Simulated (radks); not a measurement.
Ionisation of the rhodium ion Rh+, [Kr] 4d8, to [Kr] 4d7 as the strength of local exchange is varied. All-electron calculation, scalar-relativistic Kohn-Sham, Slater X-alpha exchange (alpha = 2/3 is LDA exchange), no correlation, spin-polarised, spherical densities, finite nucleus; open shells are filled with parallel spins first (spin-orbit coupling, left out, can overturn this in heavy ions); Fermi nuclear charge, rms radius 4.4945 fm. Program: a radial shooting solver on a logarithmic mesh with Libxc functionals.

| alpha | E(Rh+) (hartree) | exchange (hartree) | IE (eV) | -e of the level emptied (eV) | <r> of it (bohr) |
|---|---|---|---|---|---|
| 0.667 | -4775.03493 | -129.49599 | 17.264 | 11.709 (4d) | 1.577 |
| 0.68 | -4777.56414 | -132.09067 | 17.445 | 11.868 (4d) | 1.572 |
| 0.731 | -4787.49951 | -142.29585 | 18.167 | 12.507 (4d) | 1.551 |
| 0.736 | -4788.47469 | -143.29858 | 18.239 | 12.571 (4d) | 1.549 |
| 0.808 | -4802.53950 | -157.78210 | 19.297 | 13.517 (4d) | 1.520 |

NIST Atomic Spectra Database: 18.080 eV (semi-empirical). The Delta-SCF value meets it near alpha = 0.72. Open shells are spherical and high-spin; term and fine-structure splittings are not resolved.
